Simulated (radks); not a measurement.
Coulomb parameter of the 5d shell of the mercury ion Hg3+ in the model configuration [Xe] 4f14 5d7.5 6p1.5, as a second difference U = [E(n + 0.5) + E(n - 0.5) - 2 E(n)] / (0.5)^2 with all orbitals relaxed. "Bare": the charge of the atom changes with n. "Screened": the 6p shell takes up the change at fixed total charge, which measures U(5d,5d) + U(6p,6p) - 2 U(5d,6p). All-electron calculation, Dirac Kohn-Sham, PBE, spin-unpolarised, spherical densities, finite nucleus; open shells are shared between the two j in proportion to 2j + 1; Fermi nuclear charge, rms radius 5.4648 fm. Program: a radial shooting solver on a logarithmic mesh with Libxc functionals.

case	configuration	E - E(n) (eV)
start	[Xe] 4f14 5d7.5 6p1.5	0.000
bare +0.5	[Xe] 4f14 5d8 6p1.5	-22.801
bare -0.5	[Xe] 4f14 5d7 6p1.5	26.406
screened +0.5	[Xe] 4f14 5d8 6p1	-10.704
screened -0.5	[Xe] 4f14 5d7 6p2	11.355

U(bare) = 14.420 eV, U(screened by 6p) = 2.604 eV.
